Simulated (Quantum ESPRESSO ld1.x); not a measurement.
The numbers below are computed, except where a source is named.
Question: All-electron atom: Ba0.8+ in [Kr] 4d10 5s(up 1, down 0.2) 5p6 6s2 (fractional occupations, a model configuration). Level of theory: scalar-relativistic Kohn-Sham, LDA (Slater exchange, Perdew-Zunger correlation), spin-polarised, spherical densities, point nucleus (ld1.x of Quantum ESPRESSO 7.5). Some entries of the table are withheld. Estimate them.

orbital  occ.  eigenvalue (eV)  <1/r> (bohr^-1)
1s up       1         -37230.9            60.65
1s down     1         -37230.8            60.65
2s up       1         -5894.13            13.95
2s down     1         -5894.08            13.95
2p up       3         -5289.11            13.27
2p down     3         -5289.06            13.27
3s up       1         -1251.49            5.036
3s down     1         -1251.43            5.036
3p up       3         -1057.51            4.780
3p down     3         -1057.44            4.780
3d up       5         -775.005            4.533
3d down     5         -774.944            4.533
4s up       1         -253.034            2.087
4s down     1         -252.904            2.087
4p up       3         -190.376            1.922
4p down     3         -190.228            1.922
4d up       5         -99.3616            1.657
4d down     5         -99.1568            1.659
5s up       1              (1)           0.8226
5s down   0.2              (2)           0.8212
5p up       3         -26.8965           0.7034
5p down     3         -26.3729           0.6998
6s up       1              (3)              (4)
6s down     1              (5)              (6)

Answer: 
(1) 5s up eigenvalue (eV): -42.4500
(2) 5s down eigenvalue (eV): -41.8501
(3) 6s up eigenvalue (eV): -7.9820
(4) 6s up <1/r> (bohr^-1): 0.3107
(5) 6s down eigenvalue (eV): -7.9261
(6) 6s down <1/r> (bohr^-1): 0.3093
